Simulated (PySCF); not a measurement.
C₂H₄F₂Ge, SMILES C=[CH][GeH]([F])[F]. Atoms are numbered in the order given.

```xyz
9

Ge     0.3043    -0.3168     0.2486
F      0.4732     1.2860     0.9452
F      1.5622    -0.4151    -0.9695
C     -1.4331    -0.3435    -0.5961
C     -2.2122     0.7531    -0.5527
H      0.6686    -1.3489     1.3390
H     -1.7668    -1.2594    -1.1137
H     -1.8800     1.6709    -0.0393
H     -3.2068     0.7778    -1.0301
```
Charge 0, spin multiplicity 1.

The structure is a stationary point at PBE-D3(BJ)/def2-SVP. The values are those of a single conformer.

Computed with PBE-D3(BJ)/def2-SVP run with PySCF.

Frequencies are harmonic and unscaled.

```csv
mode,ν (cm⁻¹),IR (km/mol),moving atoms (share of kinetic energy)
1,83,0.7,"C 41 %, H 28 %, F 27 %"
2,145,1.4,"F 51 %, C 27 %, H 15 %"
3,190,11.4,"F 49 %, H 23 %, C 18 %, Ge 10 %"
4,237,12.4,"F 70 %, Ge 19 %"
5,333,13.0,"C 50 %, Ge 23 %, H 18 %, F 10 %"
6,504,36.7,"H 61 %, C 33 %"
7,589,8.6,"C 60 %, H 26 %, Ge 9 %"
8,684,81.3,"F 75 %, Ge 20 %"
9,697,60.6,"H 77 %, F 16 %"
10,703,73.5,"F 64 %, Ge 23 %, H 12 %"
11,729,59.0,H 92 %
12,964,4.3,"H 85 %, C 15 %"
13,965,15.1,"H 72 %, C 28 %"
14,993,25.0,H 95 %
15,1218,1.6,"H 72 %, C 28 %"
16,1361,13.2,"H 86 %, C 14 %"
17,1617,5.1,"C 87 %, H 13 %"
18,2116,117.9,H 99 %
19,3060,6.9,H 95 %
20,3099,1.4,"H 91 %, C 9 %"
21,3160,0.8,"H 89 %, C 11 %"
```
